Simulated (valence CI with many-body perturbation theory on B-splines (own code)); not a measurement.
## Valence orbitals of La¹⁸⁺

Method: valence CI with perturbative core correlation (CI+MBPT): three valence electrons over a frozen Dirac-Fock core [Kr], radial functions for each j: 7 s, 7 p, 8 d, 6 f, 4 g, 1 h, with the one-electron correlation potential Σ1, the two-electron term Σ2, the three-electron term Σ3, Breit, model QED; selected CI, second order for the rest, scaled by the run's own slope (own B-spline code, finite nucleus).

No measured spectrum was set against this ion. As an estimate, terms of the open shell hold to 2 to 4 % of their energy, and close levels can change places. The list stops below the first excitations out of the core.

These are the spectroscopic orbitals of the CI (the correlating ones are not listed), shaped by the core and the other valence electrons. h is the expectation value of the core's Dirac-Fock operator, without the valence repulsion; Σ1 is computed up to l = 3 at one energy for each symmetry, that of its lowest orbital but kept below the first core excitation, so for empty shells it is not the orbital's own correlation shift; Breit and QED include the response of the core.

| Orbital | h (hartree) | Σ1 (cm⁻¹) | Breit (cm⁻¹) | QED (cm⁻¹) | ⟨r⟩ (bohr) |
| --- | --- | --- | --- | --- | --- |
| 5s1/2 | -14.424 | -10506 | 1077 | 882 | 1.160 |
| 6s1/2 | -9.0636 | -3854 | 541 | 442 | 1.842 |
| 7s1/2 | -6.2399 | -1930 | 306 | 252 | 2.684 |
| 5p1/2 | -13.485 | -9614 | 1672 | -47.2 | 1.202 |
| 6p1/2 | -8.5816 | -3765 | 866 | -23.6 | 1.906 |
| 7p1/2 | -5.9594 | -1941 | 500 | -13.5 | 2.771 |
| 5p3/2 | -13.196 | -8909 | 1004 | 42.1 | 1.231 |
| 6p3/2 | -8.4355 | -3563 | 525 | 22.4 | 1.940 |
| 7p3/2 | -5.8749 | -1853 | 323 | 13.1 | 2.812 |
| 4d3/2 | -20.765 | -19650 | 1546 | -272 | 0.6704 |
| 5d3/2 | -11.646 | -7805 | 608 | -80.3 | 1.300 |
| 6d3/2 | -7.6333 | -3545 | 322 | -41.0 | 2.061 |
| 4d5/2 | -20.613 | -19258 | 674 | -181 | 0.6764 |
| 5d5/2 | -11.586 | -7737 | 306 | -48.3 | 1.308 |
| 6d5/2 | -7.6023 | -3519 | 165 | -24.5 | 2.070 |
| 4f5/2 | -16.326 | -35985 | -158 | -175 | 0.6936 |
| 5f5/2 | -9.9289 | -7885 | 16.8 | -57.1 | 1.391 |
| 4f7/2 | -16.303 | -34093 | -534 | -153 | 0.6956 |
| 5f7/2 | -9.918 | -7767 | -133 | -48.2 | 1.393 |
| 5g7/2 | -8.9435 |  | -55.8 | -14.5 | 1.377 |
| 5g9/2 | -8.9419 |  | -75.2 | -12.1 | 1.377 |

Among the shells of the start configuration 4d3, Σ1 is largest in size for 4d3/2, where it is 0.43 % of h.

Lowest root of each symmetry, sizes in configuration state functions:

```
   J  Parity  Roots  Reference  Variational  Second order  Change by selected CI (cm⁻¹)  Change by second order (cm⁻¹)
 1/2    even      3         81         3219          5221                         -2115                             -1
 3/2    even      6        139         5605          9348                         -1650                             -1
 5/2    even      6        163         6644         15311                         -1374                             -1
 7/2    even      4        151         6049         16578                         -1533                             -1
 9/2    even      4        124         5144         15303                         -1911                             -2
11/2    even      1         81         2988          9347                         -2498                             -3
 1/2     odd      8         78         5531          8474                         -2704                              0
 3/2     odd     14        135         9283         15370                         -2418                             -1
 5/2     odd     17        152        11341         17997                         -2418                             -1
 7/2     odd     17        139        10950         23862                         -1678                              0
 9/2     odd     14        103        10335         18568                         -1703                              0
11/2     odd     10         62         8020         17426                         -1661                              0
13/2     odd      5         28         4572         12279                         -1537                              0
15/2     odd      2         12         2842          4321                         -1665                              0
```
